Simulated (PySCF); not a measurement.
Give a PBE0-D3(BJ)/def2-SVP geometry of MoO2(SMe)2 (`C[S][Mo](=[O])(=[O])[S]C`). (Singlet state.)

```
atom  x, y, z in Å
Mo1    0.3044   -0.8141    1.4811
O2     0.3424   -1.5669    2.9747
O3     1.8109   -0.7098    0.7449
S4    -0.4779    1.3541    1.7431
C5     0.2176    2.1606    0.2608
H6     1.3124    2.0717    0.2578
H7    -0.0673    3.2198    0.3148
H8    -0.1934    1.7307   -0.6616
S9    -1.0687   -2.0712    0.1038
C10   -0.5993   -1.4405   -1.5444
H11   -1.0788   -0.4713   -1.7376
H12   -0.9637   -2.1686   -2.2817
H13    0.4920   -1.3467   -1.6335
```

Orientation and origin are arbitrary. Atoms count from 1 in this order. Mo1 (molybdenum bonded to 2 O and 2 S) is distorted tetrahedral (angles from 107.1° to 113.5°). Of the pairs four or more bonds apart, O3···H13 is among the closest relative to their van der Waals radii: 2.79 Å, 103 % of the sum of Bondi's values.

Bonds between heavy atoms (Å): Mo1–O2 1.673, Mo1–O3 1.680, Mo1–S4 2.320, Mo1–S9 2.316, S4–C5 1.825, S9–C10 1.826.

Computed with PBE0-D3(BJ)/def2-SVP geometry optimisation, gas phase, def2 core potentials past Kr (PySCF 2.14.0).

No frequency check. Torsions: O2–Mo1–S4–C5 157°, O2–Mo1–S9–C10 -163°.
